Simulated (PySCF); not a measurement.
**Mg: excitation energy**

Mg [Ne] 3s2 (1S) → Mg [Ne] 3d2 (3F), as a difference of total energies. Computed with PySCF 2.14 in x2c-TZVPPall with one added diffuse shell each of s, p, d type (6s5p4d, 41 functions), with scalar relativity by spin-free X2C-1e. Correlated levels: valence: [Ne] frozen; valence and next inner shell: 1s2 frozen. The calculations carry no spin-orbit coupling.

| method | excitation energy (eV) |
| --- | --- |
| UHF | 13.114 |
| LDA | 13.724 |
| PBE | 13.288 |
| PBE0 | 13.427 |
| r2SCAN | 13.240 |
| BLYP | 13.514 |
| BHandHLYP | 13.918 |
| B3LYP | 13.707 |
| MP2 (valence) | 13.685 |
| SCS-MP2 (valence) | 13.819 |
| MP2 (valence and next inner shell) | 13.928 |
| SCS-MP2 (valence and next inner shell) | 14.007 |

Problem. How much does correlation contribute at MP2 (valence and next inner shell)?

Solution. 13.928 − (13.114) = 0.814 eV, measured against UHF.

The upper state lies above the first ionisation limit, where it may autoionise and the basis confines it.

The promoted electron is Rydberg-like, and one or two diffuse shells describe it only roughly, which tends to raise the upper state.
